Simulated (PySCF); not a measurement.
## UHF on Cd (cadmium, neutral)

Configuration: [Kr] 4d10 5s1 5d1, high-spin 3D determinant (an excited configuration). Computed with PySCF 2.14 in aug-cc-pwCVTZ-PP with ECP28MDF (8s8p7d4f3g, 122 functions), with scalar relativity through the core potential.

* Total energy: -166.572942 hartree
* One-electron energy: -294.7950 hartree
* Hartree (Coulomb) energy: 142.7631 hartree
* Exchange energy: -14.5411 hartree
* ⟨S²⟩: 2.0011
* ⟨L²⟩: 6.001
* Sum of ⟨r⟩: 28.60 bohr
* Sum of ⟨r²⟩: 67.66 bohr²
* Traceless quadrupole moment −½Σ⟨3z² − r²⟩ along its main axis: 8.85 e·bohr²
* Time after the integrals: of the order of 6 core-seconds

```
shell  electrons  mean orbital energy (hartree)  spread (hartree)  rms radius, mean of both spins (bohr)
 4s α          1                       -4.94597                 0                                  0.947
 4s β          1                       -4.93869                 0                                  0.947
 4p α          3                       -3.27797           0.00030                                   1.04
 4p β          3                       -3.27666           0.00208                                   1.04
 4d α          5                       -0.84426           0.00485                                   1.37
 4d β          5                       -0.83741           0.00324                                   1.37
 5s α          1                       -0.38973                 0                                   3.07
 5d α          1                       -0.00434                 0                                   5.58
```

Energies and moments cover only the electrons outside the core potential. The outer electron is Rydberg-like, and this basis confines it to a smaller radius and binds it less than a complete one would.
